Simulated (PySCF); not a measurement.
Cards and structures have been mixed up. Pair them.

Structures:
1. `CPCCCO`
2. `N#CCC(=C=O)C(F)(F)F`
3. `CN(C)C(=O)CCS`
4. `C=C(C)[P+]1(C)CCOCC1`

Card P (geometry GFN2-xTB):
- Rotational constants A, B, C: 3.994, 2.015, 1.754 GHz
- Static isotropic polarisability (CAM-B3LYP/def2-SVPD): 80.1 au
- Point group: C1
- Strongest line among the 8 lowest singlet transitions (TDDFT CAM-B3LYP/def2-SVPD): S4 at 6.87 eV (181 nm, f = 0.144)
- Lowest triplet excitation (Tamm–Dancoff) (TDA CAM-B3LYP/def2-SVPD): 5.18 eV
- Dipole moment (CAM-B3LYP/def2-SVPD): 2.72 D

Card Q (geometry GFN2-xTB):
- Rotational constants A, B, C: 3.602, 0.883, 0.781 GHz
- Static isotropic polarisability (PBE0/def2-SVPD): 94.5 au
- 13C chemical shifts (computed TMS as zero) by class (GIAO PBE0/pcSseg-1): 172.3 (1 C), 39.8 (1 C), 37.1 (1 C), 34.6 (1 C), 27.1 (1 C) ppm
- Lowest triplet excitation (Tamm–Dancoff) (TDA PBE0/def2-SVPD): 5.10 eV
- Strongest line among the 6 lowest singlet transitions (TDDFT PBE0/def2-SVPD): S6 at 6.51 eV (191 nm, f = 0.034)

Card R (geometry GFN2-xTB):
* Rotational constants A, B, C: 1.543, 1.210, 0.836 GHz
* Static isotropic polarisability (CAM-B3LYP/def2-SVPD): 65.6 au
* Point group: C1
* Lowest triplet excitation (Tamm–Dancoff) (TDA CAM-B3LYP/def2-SVPD): 3.39 eV
* Lowest singlet excitation (TDDFT CAM-B3LYP/def2-SVPD): 3.74 eV (331 nm, f = 0.000)
* Dipole moment (CAM-B3LYP/def2-SVPD): 3.72 D

Card S (geometry PBE0-D3(BJ)/def2-SVP):
* Rotational constants A, B, C: 1.605, 0.989, 0.860 GHz
* Point group: C1
* HOMO energy (PBE0/pcSseg-1): -11.70 eV
* Isotropic shieldings of nuclei other than C and H, by class (GIAO PBE0/pcSseg-1): 299 (1 O), 320 (1 P) ppm
* 13C chemical shifts (computed TMS as zero) by class (GIAO PBE0/pcSseg-1): 155.5 (1 C), 132.4 (1 C), 60.4 (2 C), 23.1 (2 C), 21.3 (1 C), 8.6 (1 C) ppm

Each SMILES stands for a single optimised conformer of the isolated species, non-relativistic unless stated. Electronic properties by PySCF. NMR classes are plain means over equivalent atoms (diastereotopic ones count apart unless rotation or inversion swaps them), as if these changed places fast.

Task: Which card belongs to which structure?

Result: P = 1, Q = 3, R = 2, S = 4. What ties each card to its structure:
- 1 (card P), C4H11OP, monoisotopic mass 106.1 u, 6 heavy atoms: an asymmetric top with C = 1.754 GHz, the highest such constant on the cards; polarisability 80.1 au for 58 electrons; dipole 2.72 D.
- 2 (card R), C5H2F3NO, monoisotopic mass 149.0 u, 10 heavy atoms: an asymmetric top with C = 0.836 GHz; polarisability 65.6 au for 74 electrons; dipole 3.72 D.
- 3 (card Q), C5H11NOS, monoisotopic mass 133.1 u, 8 heavy atoms: 5 C in 5 classes; the least shielded carbon (172.3 ppm) is an amide carbonyl carbon; an asymmetric top with C = 0.781 GHz, the lowest such constant on the cards; polarisability 94.5 au for 72 electrons.
- 4 (card S), [C8H16OP]+, monoisotopic mass 159.1 u, 10 heavy atoms: 8 C in 6 classes; a HOMO at -11.70 eV for the only species of charge +1; the least shielded carbon (155.5 ppm) is a terminal =CH2 carbon; an asymmetric top with C = 0.860 GHz.
